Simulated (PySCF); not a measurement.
Ga(CF3)(H)2 (CH2F3Ga), SMILES F[C](F)(F)[GaH2]. Geometry optimised at PBE-D3(BJ)/def2-SVP. The structure was generated by enumeration; whether it is a known compound was not checked.

### Question
Give the equilibrium geometry at PBE-D3(BJ)/def2-SVP (PySCF confirms it by a frequency run) as bond lengths and angles, and its point group. (Estimate from the structure and the level; the computed values follow.)

### Answer
point group Cs.
Atoms: Ga1 C2 F3 F4 F5 H6 H7. Bonded distances (Å): Ga1–C2 2.031, Ga1–H6 1.574, Ga1–H7 1.574, C2–F3 1.359, C2–F4 1.359, C2–F5 1.371. Bond angles (°): C2–Ga1–H6 117.4, C2–Ga1–H7 117.4, H6–Ga1–H7 125.1, Ga1–C2–F3 113.8, Ga1–C2–F4 113.8, Ga1–C2–F5 108.2, F3–C2–F4 106.9, F3–C2–F5 106.9, F4–C2–F5 106.9.
